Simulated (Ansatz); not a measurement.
# CHBrF2: a line through the functionals

CHBrF2: 5 atoms, total charge 0, spin state singlet. SMILES: `FC(F)Br`. The coordinates come from a PBE0-D4/def2-TZVP relaxation.

The electronic atomisation energy y, in eV, basis aug-cc-pVDZ; a is the functional's share of exact exchange. Programs: Ansatz 0.2.0.

| functional | program | a | y (eV) |
| --- | --- | --- | --- |
| BLYP | Ansatz | 0 | 17.16 |
| PBE | Ansatz | 0 | 18.08 |
| B3LYP | Ansatz | 0.2 | ? |
| PBE0 | Ansatz | 0.25 | 17.30 |
| BHLYP | Ansatz | 0.5 | 15.92 |

Q: Fit y = c + s·a to the known rows and predict B3LYP.

A: 
1. Means of the 4 rows: a = 0.1875, y = 17.115.
2. Σ(Δa)² = 0.17188, Σ(Δa·Δy) = -0.55125, so the slope is -0.55125/0.17188 = -3.2072.
3. Intercept: 17.115 − (-3.2072) × 0.1875 = 17.716. The largest residual of the fit is 0.56.
4. B3LYP: 17.716 + (-3.2072) × 0.2 = 17.07 eV.

The run gave 16.93 eV, so the prediction is off by +0.14 eV, within the largest residual. The rows scatter widely about the line, so the trend isn't linear in a. The rows mix families of semi-local functionals, which the line can't see. Spin-orbit coupling is left out.
